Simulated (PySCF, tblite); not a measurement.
Isomers of C6H9ClSi. Calculated harmonic vibrations of the isolated species, GFN2-xTB (tblite), most abundant isotopes, no scaling. This tight-binding method is rough: wavenumbers can miss measured ones by several per cent, in bad cases by 10 to 20. Modes of hydrogen on silicon can be 10 to 20 % off. One conformer each.

Electronic energies: PBE0/pcSseg-1 single points on the GFN2-xTB geometries (PySCF, gas phase).

| SMILES | electronic energy, lowest = 0 (kcal/mol) |
| --- | --- |
| C=C(Cl)[C@H]1C=CC[SiH2]1 | 8.1 |
| C=C=C(C)[Si@H](Cl)C=C | 0.0 |
| C=C(C#C[SiH2]C)CCl | 28.8 |
| CC#C[SiH2]C/C=C/Cl | 30.3 |

Q: How do GFN2-xTB zero-point energies change the relative energies?

A: 
```csv
SMILES,ZPE (kcal/mol),of it from modes above 1550 cm⁻¹,electronic (kcal/mol),"with ZPE, lowest = 0 (kcal/mol)",lowest mode (cm⁻¹),rings
C=C=C(C)[Si@H](Cl)C=C,78.0,43.4,0.0,0.0,22,0
C=C(Cl)[C@H]1C=CC[SiH2]1,78.6,41.8,8.1,8.7,39,1
C=C(C#C[SiH2]C)CCl,76.7,42.5,28.8,27.4,9,0
CC#C[SiH2]C/C=C/Cl,76.8,42.3,30.3,29.0,18,0
```

The zero-point energies span 1.9 kcal/mol, from `C=C(C#C[SiH2]C)CCl` to `C=C(Cl)[C@H]1C=CC[SiH2]1`. The order is unchanged.

Q: And how do the electronic energies of GFN2-xTB itself compare?

A: `C=C=C(C)[Si@H](Cl)C=C` 11.4; `C=C(Cl)[C@H]1C=CC[SiH2]1` 0.0; `C=C(C#C[SiH2]C)CCl` 27.8; `CC#C[SiH2]C/C=C/Cl` 24.8 kcal/mol, lowest = 0. Against the energies above, taken from the same isomer `C=C=C(C)[Si@H](Cl)C=C`, the largest difference is 19.5 kcal/mol.
